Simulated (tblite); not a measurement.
C₅H₅N₂S (doublet state).
Atom-mapped SMILES: `[CH3:1][C:2](=[S:3])[C:4]1=[N:5][CH2:6][C:7]=[N:8]1` (hydrogens: H9, H10, H11 on C1; H12, H13 on C6)

Cartesian coordinates in Å at the GFN2-xTB level; atoms count from 1:
```xyz
13
C5H5N2S angstrom
C     -2.0137    0.0576    0.9932
C     -1.2620   -0.3231   -0.2245
S     -1.9395   -1.0083   -1.5383
C      0.1573   -0.0475   -0.2455
N      0.9828   -0.5271   -1.1210
C      2.2709   -0.0022   -0.7848
C      1.9607    0.8361    0.4156
N      0.7354    0.8006    0.7222
H     -1.7622    1.0802    1.2733
H     -3.0836   -0.0493    0.8400
H     -1.7019   -0.5785    1.8235
H      2.9694   -0.8086   -0.5538
H      2.6819    0.5706   -1.6177
```

Computed values, GFN2-xTB/tblite, gas phase, harmonic and unscaled. Against measured fundamentals such values can be off by several per cent, at times by over 20. One conformer, not necessarily the lowest. Open shells enter through the occupations alone, without spin polarisation, and single modes of such species can be off by tens of per cent.

Harmonic wavenumbers (cm⁻¹): 36.1, 89.6, 144.5, 165.1, 284.4, 339.0, 394.7, 442.2, 572.0, 664.0, 782.8, 789.1, 861.7, 945.2, 954.5, 970.6, 1011.0, 1046.3, 1085.7, 1145.4, 1240.9, 1265.7, 1336.8, 1372.1, 1424.0, 1442.9, 1503.1, 1610.7, 2959.6, 2982.4, 2986.2, 3016.5, 3059.7.

A = 3719, B = 1338, C = 1003 MHz; mass 125.017 u (most abundant isotopes); point group C1, symmetry number 1; spin multiplicity 2.

Zero-point energy?

½Σν̃ = 19462 cm⁻¹ = 232.82 kJ/mol.

Give the ideal-gas entropy at 350 K and 1 bar in the rigid-rotor, harmonic-oscillator model (classical rotation).

Translation 172.41, rotation 121.48, vibration 103.81, spin (R ln 2) 5.76: S = 403.5 J/(mol K).

And Cp and H(350 K) − H(0)?

Cp = 137.38 J/(mol K), of which vibrations give 104.12 (their classical limit is 33 R = 274.4); H(350 K) − H(0) = 30.11 kJ/mol without the zero-point energy, 18.47 from vibrations.

How do the functions run with temperature in this model?

```
T (K)  S (J/(mol K))  Cp (J/(mol K))  H − H(0) (kJ/mol)  G − H(0) (kJ/mol)  ln q(vib)
  100          286.4            65.5               4.93             -23.71       1.49
  200          340.2            92.9              12.85             -55.20       3.39
  300          383.5           122.5              23.61             -91.43       5.23
  500          459.2           175.9              53.74            -175.88       8.84
  800          553.6           224.4             114.54            -328.34      14.02
 1000          605.9           244.1             161.51            -444.42      17.21
```

q(vib) and H(0) count from the zero-point level.

Which modes carry the vibrational entropy at 350 K?

36.1 cm⁻¹: 24.18; 89.6 cm⁻¹: 16.67; 144.5 cm⁻¹: 12.77; 165.1 cm⁻¹: 11.69; 284.4 cm⁻¹: 7.47; 339.0 cm⁻¹: 6.20 J/(mol K); the other 27 give 24.83 together.

Hindered rotation and anharmonicity are outside this model. Other conformers, if any are populated, would add a mixing term that is left out. The structure is chiral; the term R ln 2 for an equal mix with its mirror image is left out.
